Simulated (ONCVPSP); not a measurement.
## Reading a pseudo-wave (Mo (Z = 42))

Columns: radius, all-electron u(r) and pseudo u(r) of the 4d shell (level -3.75 eV) of molybdenum in the configuration [Ar] 3d10 4s2 4p6 4d5 5s1; PBE, scalar-relativistic, ONCV scheme, ONCVPSP 4.0.1.

```json
{"r (bohr)": "0.135", "all-electron": "-0.2008", "pseudo": "0.0036"}
{"r (bohr)": "0.270", "all-electron": "-0.3411", "pseudo": "0.0274"}
{"r (bohr)": "0.405", "all-electron": "-0.2137", "pseudo": "0.0850"}
{"r (bohr)": "0.540", "all-electron": "0.0234", "pseudo": "0.1792"}
{"r (bohr)": "0.675", "all-electron": "0.2594", "pseudo": "0.3015"}
{"r (bohr)": "0.810", "all-electron": "0.4508", "pseudo": "0.4355"}
{"r (bohr)": "0.945", "all-electron": "0.5882", "pseudo": "0.5618"}
{"r (bohr)": "1.080", "all-electron": "0.6754", "pseudo": "0.6638"}
{"r (bohr)": "1.215", "all-electron": "0.7221", "pseudo": "0.7318"}
{"r (bohr)": "1.350", "all-electron": "0.7387", "pseudo": "0.7641"}
{"r (bohr)": "1.485", "all-electron": "0.7345", "pseudo": "0.7655"}
{"r (bohr)": "1.620", "all-electron": "0.7163", "pseudo": "0.7445"}
{"r (bohr)": "1.755", "all-electron": "0.6895", "pseudo": "0.7103"}
{"r (bohr)": "1.890", "all-electron": "0.6575", "pseudo": "0.6703"}
{"r (bohr)": "2.025", "all-electron": "0.6230", "pseudo": "0.6295"}
{"r (bohr)": "2.160", "all-electron": "0.5876", "pseudo": "0.5903"}
{"r (bohr)": "2.295", "all-electron": "0.5524", "pseudo": "0.5532"}
{"r (bohr)": "2.430", "all-electron": "0.5181", "pseudo": "0.5182"}
{"r (bohr)": "2.565", "all-electron": "0.4850", "pseudo": "0.4850"}
{"r (bohr)": "2.700", "all-electron": "0.4535", "pseudo": "0.4535"}
{"r (bohr)": "2.835", "all-electron": "0.4236", "pseudo": "0.4236"}
{"r (bohr)": "2.970", "all-electron": "0.3954", "pseudo": "0.3954"}
{"r (bohr)": "3.105", "all-electron": "0.3689", "pseudo": "0.3689"}
{"r (bohr)": "3.240", "all-electron": "0.3439", "pseudo": "0.3439"}
{"r (bohr)": "3.375", "all-electron": "0.3205", "pseudo": "0.3205"}
{"r (bohr)": "3.510", "all-electron": "0.2986", "pseudo": "0.2986"}
```

(1) How many radial nodes do the two functions have?

(2) At about which radius was the pseudo-wave matched?

(3) Is the pseudo-wave norm-conserving?

Results:

(1) The all-electron 4d function has n − l − 1 = 1; the pseudo-wave has 0, since the states of the same l below it are removed with the core.

(2) 2.70 bohr. The columns agree to 0.0005 from 2.43 bohr on; several derivatives are matched, so the curves merge somewhat inside the radius.

(3) Yes: the ONCV scheme keeps the norm inside the radius equal to the all-electron one, which fixes the energy derivative of the logarithmic derivative at the level.
